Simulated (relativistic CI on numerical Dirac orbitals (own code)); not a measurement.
Mn²⁺ in a cubic cluster: 2p photoemission with charge transfer

Computed with a charge-transfer multiplet model of a cubic metal-ligand cluster with up to one ligand hole, Slater and spin-orbit integrals from Dirac-Coulomb-Breit ions, Slater integrals scaled by 0.8. The ground state mixes d5 with configurations of k ligand holes L, whose averages lie at kΔ + k(k − 1)U_dd/2; a core hole lowers each added d electron by U_cd. 300 K, Lorentzian 0.6 eV and Gaussian 0.8 eV FWHM.

Atomic integrals in eV (Slater integrals scaled, ζ unscaled), ground: F2dd 8.204, F4dd 5.095, zeta_d 0.037; with the core hole: F2dd 9.718, F4dd 6.082, zeta_d 0.060, zeta_core 6.788, F2cd 5.619, G1cd 4.209, G3cd 2.391.

Cluster parameters (eV): Δ = 3.4, U_dd = 5.7, U_cd = 7.1, 10Dq = 0.25, 10Dq(ligand) = 0.3, final-state hopping factor = 0.8.

```json
{"Case": "V(eg) = 1.85 eV, V(t2g) = -0.81 eV", "n_d": "5.16", "d5": "0.84", "d6L": "0.16", "S": "2.50"}
{"Case": "V(eg) = 2.15 eV, V(t2g) = -0.94 eV", "n_d": "5.19", "d5": "0.81", "d6L": "0.19", "S": "2.50"}
{"Case": "V(eg) = 2.75 eV, V(t2g) = -1.2 eV", "n_d": "5.24", "d5": "0.76", "d6L": "0.24", "S": "2.50"}
```

Weights, n_d and S are thermal averages at 300 K. Binding energies count from the first peak over 30 % of the highest in each spectrum, which can be another peak from case to case. The parameters are a model scan and need not match a compound or its usual spin state. Peaks in eV (height, largest 100):
- V(eg) = 1.85 eV, V(t2g) = -0.81 eV: 0.0 (100), 0.9 (84), 4.9 (39), 5.9 (38), 11.7 (51), 12.7 (49), 16.7 (19), 17.8 (18)
- V(eg) = 2.15 eV, V(t2g) = -0.94 eV: 0.0 (100), 5.8 (34), 11.8 (49), 12.7 (50), 17.5 (13), 18.6 (14)
- V(eg) = 2.75 eV, V(t2g) = -1.2 eV: 0.0 (100), 5.0 (16), 7.0 (22), 11.7 (50), 12.7 (49), 19.0 (8), 20.0 (9)

Curve for V(eg) = 2.15 eV, V(t2g) = -0.94 eV (points under 2 left out, the grid thinned):

(E (eV), Intensity): (-3.2, 2.4), (-2.6, 3.4), (-2.1, 5.0), (-1.5, 9.7), (-0.9, 29.0), (-0.4, 76.0), (0.2, 96.4), (0.7, 84.1), (1.3, 78.9), (1.9, 63.0), (2.4, 42.8), (3.0, 26.1), (3.6, 19.2), (4.1, 19.6), (4.7, 21.1), (5.3, 28.3), (5.8, 33.5), (6.4, 29.4), (6.9, 26.5), (7.5, 20.0), (8.1, 13.9), (8.6, 9.6), (9.2, 8.6), (9.8, 10.1), (10.3, 13.7), (10.9, 26.6), (11.5, 45.6), (12.0, 48.2), (12.6, 49.5), (13.1, 43.7), (13.7, 23.7), (14.3, 13.5), (14.8, 11.7), (15.4, 10.1), (16.0, 8.0), (16.5, 8.6), (17.1, 11.8), (17.7, 12.7), (18.2, 12.3), (18.8, 12.8), (19.3, 7.3), (19.9, 3.4), (20.5, 2.2), (21.6, 2.2), (22.2, 2.1)

For the case V(eg) = 2.15 eV, V(t2g) = -0.94 eV, Δ = 3.4 eV is smaller than U_dd = 5.7 eV, the charge-transfer side of the Zaanen-Sawatzky-Allen scheme. With the core hole the average of the configuration with one ligand hole lies at Δ − U_cd = -3.7 eV before mixing: it lies below the unscreened one, so the lowest final states are mostly screened and the unscreened weight appears at higher binding energy as a satellite.

With at most 1 ligand hole the space is cut while the next configuration still counts, so covalency is underestimated, and a final configuration with one more ligand hole, which can lie low, is missing from the spectra.
